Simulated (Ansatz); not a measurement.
Ansatz (a first-principles code) input:

Ansatz 0.2 input:
```yaml
crystal:
  periodic: [false, false, false]
  atoms:
    - {symbol: C, position_ang: [-1.59398935, -0.83370354, -0.37739831]}
    - {symbol: C, position_ang: [-0.49357677, 0.03545247, 0.22280101]}
    - {symbol: C, position_ang: [-0.43300848, 1.41495467, -0.41984486]}
    - {symbol: C, position_ang: [0.92145471, -0.64229115, 0.12666913]}
    - {symbol: O, position_ang: [1.91351845, 0.05959811, 0.64735560]}
    - {symbol: H, position_ang: [-2.59056419, -0.38824469, -0.27109940]}
    - {symbol: H, position_ang: [-1.61277672, -1.81976512, 0.09913087]}
    - {symbol: H, position_ang: [-1.41502128, -0.99000838, -1.44735582]}
    - {symbol: H, position_ang: [-0.68524904, 0.16559733, 1.29663985]}
    - {symbol: H, position_ang: [-0.31333031, 1.32081206, -1.50685646]}
    - {symbol: H, position_ang: [0.45001133, 1.92484359, -0.02852270]}
    - {symbol: H, position_ang: [-1.33069180, 2.01690359, -0.23010263]}
    - {symbol: H, position_ang: [0.75946903, -1.67348806, 0.58478160]}
    - {symbol: H, position_ang: [1.02472484, -0.87990980, -0.98882185]}
basis:
  gaussian:
    orbitals: def2-TZVP
hamiltonian:
  xc: b3lyp
  dispersion: d3bj
total_charge: -1
phonons: {temperatures: {t_min: 298.15, t_max: 298.15, t_step: 100}}
```

Question: Predict the final energy.

Answer: -233.16915 Eh (B3LYP-D3(BJ)/def2-TZVP). The basis has 209 functions.

It need not be the lowest isomer of its formula. Whether it binds its extra electron was not tested at this geometry.
